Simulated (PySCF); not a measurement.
**Shapes and spin states of H₂IrO**

These are results of PBE0/[Ir def2-TZVP with ECP60, O def2-TZVP, H def2-TZVP], scalar-relativistic core potentials, density fitting, no spin–orbit coupling, PySCF, not measurements.

Relaxations began from a few typed shapes and spin states; open shells are unrestricted. The search is not exhaustive: other isomers or separated fragments can lie lower, and high-lying points may rest on an excited occupation.

Order these stationary points by electronic energy, lowest first, in kJ/mol from the lowest minimum.
A. doublet Cs: Ir–H 1.572 Å (×2), Ir–O 1.687 Å; H–Ir–H 105.3°, H–Ir–O 114.2° (×2)
B. quartet C2v: Ir–H 1.601 Å (×2), Ir–O 1.762 Å; H–Ir–H 95.8°, H–Ir–O 132.1° (×2)
C. quartet C2v: Ir–H 1.669 Å (×2), Ir–O 1.720 Å; H–Ir–H 159.3°, H–Ir–O 100.3° (×2)
D. doublet C2v: Ir–H 1.596 Å (×2), Ir–O 1.661 Å; H–Ir–H 125.9°, H–Ir–O 117.0° (×2)
E. quartet Cs: Ir–H 1.584 Å (×2), Ir–O 1.759 Å; H–Ir–H 77.0°, H–Ir–O 122.0° (×2)
F. sextet Cs: Ir–H 1.655 Å (×2), Ir–O 1.849 Å; H–Ir–H 141.2°, H–Ir–O 94.1° (×2)
G. sextet C2v: Ir–H 1.690 Å (×2), Ir–O 1.875 Å; H–Ir–H 137.7°, H–Ir–O 111.1° (×2)
H. sextet C2v: Ir–H 1.652 Å (×2), Ir–O 1.891 Å; H–Ir–H 151.5°, H–Ir–O 75.7° (×2)

A (0.0), D (10.3), B (89.2), E (91.1), C (163.1), F (325.7), H (356.1), G (391.2).

Which of them are minima?

By energy in kJ/mol, 0.0: minimum; 10.3: saddle point, 1 imaginary mode; 89.2: minimum; 91.1: saddle point, 1 imaginary mode; 163.1: saddle point, 1 imaginary mode; 325.7: minimum; 356.1: saddle point, 1 imaginary mode; 391.2: saddle point, 1 imaginary mode.

For the lowest minimum: with open d or f shells other occupations or spin states may lie lower. With an element this heavy the missing spin–orbit coupling can shift these numbers.
